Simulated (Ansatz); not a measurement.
I₂Pb, singlet, at a GFN2-xTB geometry (such geometries of metal compounds can be far from the true shape) (core potentials on I, Pb); B3LYP5/def2-TZVP (Ansatz, a first-principles code).

The Ansatz input:
Ansatz 0.2 input:
```yaml
crystal:
  periodic: [false, false, false]
  atoms:
    - {symbol: Pb, position_ang: [-0.00852880, -0.00721361, 0.96279553]}
    - {symbol: I, position_ang: [1.06067820, -1.86389256, -0.74947342]}
    - {symbol: I, position_ang: [-1.04748270, 1.87505324, -0.74013476]}
basis:
  gaussian:
    orbitals: def2-TZVP
hamiltonian:
  xc: b3lyp5
accuracy: high
```

Output, abridged:

```
Functional definition: B3LYP5
2647 factors; integrals over basis functions are off by at most 4.2e-9 eV
mean field evaluation 1: about -21452.5608 eV, gradient 1.5e1 eV
mean field evaluation 2: about -21450.0690 eV, gradient 3.3e1 eV
mean field evaluation 4: about -21453.5072 eV, gradient 1.5e0 eV
mean field evaluation 8: about -21453.5474 eV, gradient 1.0e-1 eV
mean field evaluation 16: about -21453.5474 eV, gradient 1.2e-5 eV
mean field -21453.54738203 eV, -788.4033245529 hartree, gradient 4.4e-8 eV, S^2 0.000000; 0 other end points of the search recorded, 0 dependent functions left out
reference -21453.54741246 eV, -788.4033256713 hartree; 36, 36 occupied and 114, 114 virtual orbitals, 2647 factors
Total energy: -21453.54741246 eV, -788.4033256713 hartree
```
